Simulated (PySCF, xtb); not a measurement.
CH₄BrGaO, SMILES C[O][GaH][Br].

GFN2-xTB in xtb 6.7.1 at its own geometry gives an orbital gap of 4.27 eV and a dipole moment of 4.17 D.

Coordinates come from a PBE0-D3(BJ)/def2-SVP optimisation. Other conformers were not sampled.

Q: What does PBE/def2-TZVP (PySCF) give? (Estimate from the structure and the level; the computed values follow.)

A: gap 4.72 eV (levels -6.68 and -1.97 eV), dipole 0.71 D.
